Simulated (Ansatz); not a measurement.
`C#[C][GeH2][C]#C` + HCl → `C#[C][GeH2][Cl]` + `C#C` at 400 K and 1 bar (ligand exchange at a Ge–C bond).

Gas-phase electronic energies from Ansatz, PBE0-D4/def2-TZVP geometries. CCSD(T)/CBS is the MP2 limit (def2-TZVPP, def2-QZVPP) plus CCSD(T) − MP2 in def2-TZVPP, frozen cores. This one scheme is used for every species. For Ge outer-core shells are correlated without core-valence functions, which leaves a few kJ/mol of doubt a bond. Scalar relativity is left out up to krypton.

| species | CCSD(T)/CBS energy (Eh) | H − E (kJ/mol) | S (J/(mol·K)) |
| --- | --- | --- | --- |
| `C#[C][GeH2][C]#C` | -2230.59633 | 173.4 | 370.3 |
| HCl | -460.38127 | 29.6 | 195.4 |
| `C#[C][GeH2][Cl]` | -2613.77047 | 122.2 | 352.2 |
| `C#C` | -77.22717 | 85.5 | 213.8 |

H − E and S are ideal-gas, rigid-rotor, harmonic terms from PBE0-D4/def2-TZVP. 1 Eh = 2625.50 kJ/mol, R = 8.31446 J/(mol·K).

Task: By hand: ΔE, ΔH, ΔS and ΔG.

Result: ΔE = (-2613.77047) + (-77.22717) − (-2230.59633) − (-460.38127) = -0.02004 Eh = -52.6 kJ/mol. Δ(H − E) = 122.2 + 85.5 − 173.4 − 29.6 = 4.7, so ΔH = -47.9 kJ/mol. ΔS = 352.2 + 213.8 − 370.3 − 195.4 = 0.3 J/(mol·K). ΔG = -47.9 − 400 × (0.3)/1000 = -48.0 kJ/mol.

Task: By hand: the equilibrium constant, and the temperature at which ΔG would vanish if ΔH and ΔS stayed fixed.

Result: log₁₀ K = −ΔG/(RT ln 10) = 6.3. ΔH and −TΔS have one sign here, so there is no such temperature.

The number of gas molecules stays the same, so ΔS is small and ΔH decides. A doubt of 5 kJ/mol in ΔE shifts log₁₀ K by 0.7 here. These are equilibria of isolated gas molecules and say nothing of rates. Largest T1 diagnostic: 0.013 (customary marks: 0.02 for closed shells, 0.045 for open ones).

ΔS is within the doubt of such terms, so its sign, and with it that verdict, could turn.
